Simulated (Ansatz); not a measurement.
SnBi2, relaxed as a singlet with RKS PBE0-D4/def2-SVP in Ansatz, starting from the GFN1-xTB geometry. Force threshold 0.02 eV/Å.

In the def2 sets Bi, Sn take a core potential; there is no spin–orbit coupling. The structure comes from a short search, and lower isomers may exist.

Start:

```tsv
atom	x (Å)	y (Å)	z (Å)
Bi1	0.2210	-1.1308	-1.1883
Bi2	1.1071	1.2153	0.1932
Sn3	-1.3281	-0.0845	0.9951
```

**Question.** Estimate the energy that the relaxation releases and the steps that it takes.

**Answer.** 0.5 kJ/mol, in 3 steps; 5.5 s on 4 threads of Arm Neoverse V2 on a shared host. No frequencies were taken in this run, so the end may be a saddle point.

**Question.** Does the start keep its bonding and symmetry?

**Answer.** By distances, no bond broke or formed. The bond that changes most is Bi1–Bi2, from 2.86 to 2.83 Å (atoms count from 1). Point group C2v at the start, C2v at the end, both within 0.05 Å.

**Question.** Predict the relaxed structure.

**Answer.** 
```xyz
3

Bi    0.2314   -1.1185   -1.1857
Bi    1.1084    1.2037    0.1818
Sn   -1.3398   -0.0852    1.0039
```
Bond lengths (bridged metal pairs left out): 2 × Bi–Sn 2.89 Å; 1 × Bi–Bi 2.83 Å.
